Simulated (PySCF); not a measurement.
# One molecule, several mistakes: B2GeH7Si

Calculated results; nothing here was measured. The program is PySCF 2.14.0, an open-source quantum chemistry code, run on an isolated molecule that a program drew, which may never have been made. The molecule is B2GeH7Si (charge 0, doublet), drawn as the SMILES string `[BH2][GeH2][BH][SiH2]`.

Each row is a Hartree-Fock (HF) and frozen-core CCSD(T) single point in the cc-pV(D+d)Z basis, meant for a local HF minimum. Run 1 is clean. Each other run has one planted mistake out of seven kinds, and not every kind appears here: one electron removed, one electron added, multiplicity raised by two, geometry at a saddle point, minimal basis STO-3G, one bond length entered in bohr, all coordinates scaled. The reference is restricted for singlets and unrestricted otherwise, and also for a bond in bohr. Adding or removing an electron swaps singlet and doublet. Electrons count all cores. HOMO and LUMO are orbital energies over both spins, the gradient is its largest component, and the lowest frequency (negative if imaginary) is given only where the gradient is small. Bond lengths are over the 10 bonds as drawn. T1 is the CCSD diagnostic: over 0.02 (restricted) or 0.045 (unrestricted) a single reference is doubtful. Germanium has the cc-pVDZ-PP basis, with a core potential (ECP10MDF) in place of its 10 inner electrons, and its 3s, 3p and 3d shells are frozen in CCSD(T).

Geometry of the clean run:
```xyz
11
B2GeH7Si, angstrom
B    -1.5739    0.0342    1.6067
Ge    0.1280    0.8958    0.7604
B     0.5328   -0.0300   -1.0711
Si    0.4437    0.8936   -2.7756
H    -2.6636    0.5012    1.4242
H    -1.4913   -0.9711    2.2554
H     1.3443    0.6894    1.6835
H    -0.0517    2.4162    0.5898
H     0.8222   -1.1941   -1.0763
H     0.1074    2.3232   -2.9185
H     0.7227    0.2705   -4.0855
```

```
run  electrons  basis functions  <S^2>  HOMO (eV)  LUMO (eV)  gradient (hartree/bohr)  lowest frequency (cm^-1)  mean bond (Å)  longest bond (Å)      T1  HF (hartree)  CCSD(T) (hartree)                          mistake
  1         63              109  0.762      -8.40       0.20                  1.2e-05                        38         1.5752             2.092  0.0167    -635.66109         -636.09314                         no fault
  2         63              109  0.760      -8.56       0.15                  4.1e-02                         -         1.4807             1.966  0.0159    -635.62539         -636.05452           all coordinates scaled
  3         63              109  1.423      -8.54      -0.07                  2.4e-02                         -         1.6819             2.267  0.0633    -635.54209         -635.97671  one bond length entered in bohr
  4         63              109  3.791      -7.02      -1.52                  5.3e-02                         -         1.5752             2.092  0.0227    -635.54451         -635.96929                                ?
```

**Which mistake was planted in run 4, and what did it cost?**

Electrons, basis and geometry are unchanged, and <S^2> is 3.791, beside S(S+1) = 3.75 for a multiplicity of 4. So the mistake is: multiplicity raised by two. Subtracting run 1 and multiplying by 627.51 kcal/mol a hartree, the energy moved by 73.2 kcal/mol in HF and 77.7 kcal/mol in CCSD(T).

Cautions from the logs. Run 3: T1 is over the limit, so its CCSD(T) energy is less reliable.
